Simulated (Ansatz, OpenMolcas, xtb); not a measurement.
**C2H5GeN (SMILES C1=[N][GeH2][CH2]1): methods side by side**

The species is C2H5GeN (9 atoms), meant as a singlet with charge 0. As SMILES, `C1=[N][GeH2][CH2]1`. The coordinates come from a PBE0-D4/def2-TZVP relaxation.

Quantity: the HOMO–LUMO gap, in eV. The values are calculated.

```csv
level,kind,program,value (eV),CPU time
GFN0-xTB,semi-empirical,xtb,3.72,under 2 s
HF/def2-SVP,Hartree–Fock,OpenMolcas,13.73,16 s
SVWN5/def2-SVP,LDA,OpenMolcas,4.05,57 s
PBE/def2-SVP,GGA,OpenMolcas,4.15,85 s
M06-L/def2-SVP,meta-GGA,OpenMolcas,4.67,63 s
BHLYP/def2-SVP,global hybrid,OpenMolcas,9.27,76 s
CAM-B3LYP/def2-SVP,range-separated hybrid,Ansatz,9.42,4.7 s
wB97X/def2-SVP,range-separated hybrid,Ansatz,11.51,13 s
B2PLYP/def2-SVP,double hybrid,OpenMolcas,9.52,55 s
```

All-electron rows without a relativistic Hamiltonian named are non-relativistic. The values span 3.72 to 13.73 eV. Orbital gaps aren't excitation energies, and those of double hybrids come from the SCF part alone; they tend to grow with the share of exact exchange. CPU times are rough (shared hosts, several kinds of processor): they show what a rung costs within a factor of a few.
